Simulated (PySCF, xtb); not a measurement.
BeH₄OSi, SMILES [Be]([SiH3])[OH].

GFN2-xTB in xtb at its own geometry gives an orbital gap of 4.42 eV and a dipole moment of 4.25 D.

Geometry: B3LYP-D3(BJ)/def2-TZVP. One conformer was computed; it need not be the lowest.

**Question.** What does PBE0/def2-TZVPD (PySCF) give? (The exact figures need the calculation; the answer reports its results.)

**Answer.** gap 7.40 eV (levels -7.98 and -0.58 eV), dipole 1.78 D.
